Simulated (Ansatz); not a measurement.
# Relative stability

The two ends of one reaction step of MgSiH₅ClO, closed shell (PBE0-D4/def2-TZVP).

A:

```
9
angstrom
Mg -0.4138 -1.0229 -1.6753
H 0.4469 -1.2296 -3.1313
Cl -2.1416 -1.3336 -0.2900
H 1.4644 0.5313 -0.6087
O 0.6100 0.1734 -0.3531
Si 0.0769 0.6131 1.2069
H 1.1816 1.4694 1.7147
H -0.0567 -0.5960 2.0386
H -1.1674 1.3949 1.0980
```

B:

Mg1  (-1.058, -0.597, -1.146)
H2  (0.711, -1.128, -2.451)
Cl3  (-2.355, -1.405, -2.701)
H4  (1.057, -0.825, -1.851)
O5  (-0.261, 0.124, 0.282)
Si6  (0.326, 0.790, 1.629)
H7  (1.002, 2.088, 1.337)
H8  (1.330, -0.104, 2.277)
H9  (-0.753, 1.056, 2.624)
(Å)

Program: Ansatz 0.2.0. Basis: def2-TZVPP. Cores are frozen in the correlated methods. The outer core shell of Li, Na, Mg and K is correlated. The def2 sets are not built for correlating such inner shells, so the correlated values are less sure here. B3LYP uses VWN-RPA correlation.

Which structure is lower at CCSD(T), and by how much? (To be estimated.)

Computed: B, by 0.571 eV (electronic energy, against the other). By their contacts, A is MgSiH₅ClO ([SiH3][OH][MgH][Cl]) and B is a complex of MgSiH₃ClO ([SiH3][O][Mg][Cl]) + H₂.

All methods give the same order:

```csv
method,E(B) − E(A) (eV)
SPW92,-0.357
PBE-D4,-0.514
BLYP-D4,-0.578
r2SCAN-D4,-0.601
B97M-V,-0.370
PBE0-D4,-0.486
B3LYP-D4,-0.547
r2SCAN0-D4,-0.554
BHLYP-D4,-0.499
CAM-B3LYP-D4,-0.520
wB97X-V,-0.511
wB97M-V,-0.489
B2PLYP,-0.634
PBE-QIDH,-0.562
RPA on PBE,-0.548
HF,-0.526
MP2,-0.673
CCSD,-0.560
CCSD(T),-0.571
```

No T1 diagnostic of these runs exceeds 0.010.

Labels in which every atom is bracketed show which atoms are joined, not bond orders.

For scale, one of the runs: CCSD(T)/def2-TZVPP, 217 basis functions, launched by `ansatz run in.yaml --threads 4 --pin off --events-out ev --progress --plain --max-ram 9574MiB`. The run took 86 s on 4 CPU threads of an Arm Neoverse V1 (shared host), with 3.3 GiB of host memory at its peak.
